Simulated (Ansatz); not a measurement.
`[AlH2][O][SiH3]` + `C[NH][SnH2][O]C` → `C[NH][AlH][O][SiH3]` + `C[O][SnH3]`  (redistribution)

Computed with Ansatz on PBE0-D4/def2-TZVP structures; ΔE is electronic, products minus reactants. CCSD(T)/CBS is the MP2 limit (def2-TZVPP, def2-QZVPP) plus CCSD(T) − MP2 in def2-TZVPP, frozen cores. Functionals use def2-TZVPP. B3LYP here is the variant with VWN-RPA as its local correlation; programs differ in this. Elements past krypton have def2 core potentials. For Sn outer-core shells are correlated without core-valence functions, which leaves a few kJ/mol of doubt a bond. One conformer a species, not always the lowest.

`[AlH2][O][SiH3]`:

```xyz
8

Al    1.119    1.246    0.831
O     0.123    0.124    0.071
Si   -0.858   -0.956   -0.640
H     1.642    2.469   -0.020
H     1.474    1.011    2.352
H    -0.053   -2.056   -1.235
H    -1.650   -0.304   -1.717
H    -1.798   -1.535    0.357
```

`C[NH][SnH2][O]C`:

```xyz
14

C     1.106   -0.187    1.822
N    -0.149   -0.567    1.204
Sn   -1.209    0.756    0.120
O    -0.198    0.920   -1.556
C     0.100   -0.237   -2.295
H     1.709    0.384    1.110
H     1.004    0.422    2.731
H     1.689   -1.077    2.082
H    -0.700   -1.177    1.790
H    -1.189    2.358    0.703
H    -2.740    0.056   -0.165
H     0.566   -1.020   -1.683
H     0.802    0.034   -3.090
H    -0.793   -0.666   -2.771
```

`C[NH][AlH][O][SiH3]`:

```xyz
13

C     1.640   -1.035   -0.702
N     0.578   -0.626   -1.596
Al   -0.900    0.258   -1.223
O    -1.180    0.722    0.374
Si   -1.185    1.029    1.963
H     1.414   -0.711    0.317
H     2.607   -0.594   -0.974
H     1.766   -2.124   -0.675
H     0.752   -0.907   -2.549
H    -1.936    0.605   -2.354
H     0.058    0.511    2.603
H    -1.261    2.495    2.205
H    -2.353    0.376    2.612
```

`C[O][SnH3]`:

```xyz
9

C     1.234    0.436   -0.640
O    -0.139    0.282   -0.877
Sn   -1.285   -0.417    0.561
H     1.699    0.833   -1.548
H     1.732   -0.515   -0.401
H     1.446    1.141    0.177
H    -0.699   -1.970    0.971
H    -2.835   -0.444   -0.131
H    -1.153    0.654    1.886
```

**Question.** Is it downhill or uphill in electronic energy at CCSD(T)/CBS, and by how much? (Best estimate.)

**Answer.** Computed: Downhill: ΔE = -21.8 kcal/mol.

**Question.** What do these levels give: PBE-D4, B3LYP-D4, ωB97X-V, B2PLYP, PBE, HF/def2-TZVPP, CCSD/def2-TZVPP, HF/def2-QZVPP, SCS-MP2/def2-QZVPP, HF/CBS(def2), MP2/CBS(def2), CCSD/CBS(def2)? (Best estimate.)

**Answer.** Ansatz gave: PBE-D4 -23.2, B3LYP-D4 -23.8, ωB97X-V -22.9, B2PLYP -23.6, PBE -23.5, HF/def2-TZVPP -24.0, CCSD/def2-TZVPP -23.4, HF/def2-QZVPP -23.9, SCS-MP2/def2-QZVPP -21.9, HF/CBS(def2) -23.9, MP2/CBS(def2) -21.4, CCSD/CBS(def2) -22.2 kcal/mol.

Largest T1 diagnostic among the species: 0.013.

In def2-TZVPP, CCSD(T) changes the Hartree–Fock value by +1.0 kcal/mol (the triples alone add +0.4 kcal/mol) and MP2 by +1.5 kcal/mol.
